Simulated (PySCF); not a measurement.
Arsenic: a sound run and one with changed settings

Sound run: As⁺ [Ar] 3d10 4s2 4p2, As²⁺ [Ar] 3d10 4s2 4p1. Computed with PySCF 2.14 in x2c-SVPall, with the spin-free X2C one-electron Hamiltonian (Gaussian nucleus). The sound run starts from symmetry-adapted Hartree-Fock orbitals and uses a fine grid where one is needed.

A second run was set up differently.

```tsv
species	method	sound run (hartree)	changed run (hartree)	converged
As⁺	UHF	-2258.27608	-2258.27608	yes
As⁺	BP86	-2260.25894	-2259.60540	yes
As⁺	MN15	-2261.31526	-2261.11447	yes
As²⁺	UHF	-2257.61457	-2257.61457	yes
As²⁺	BP86	-2259.57359	-2258.93338	yes
As²⁺	MN15	-2260.62958	-2260.41262	yes
```

Ionisation energy of As⁺:

```json
{"method": "UHF", "sound run (eV)": "18.001", "changed run (eV)": "18.001"}
{"method": "BP86", "sound run (eV)": "18.649", "changed run (eV)": "18.286"}
{"method": "MN15", "sound run (eV)": "18.658", "changed run (eV)": "19.098"}
```

(1) What was changed?
A. too few SCF iterations
B. a valence shell is frozen
C. basis contracted for another Hamiltonian
D. radial grid too coarse

## Answers

(1) D. It used radial step 0.8 in ln r (0.13 in the sound run). A coarse radial grid mis-integrates the density and the exchange-correlation energy, with errors of either sign; Hartree-Fock needs no grid.
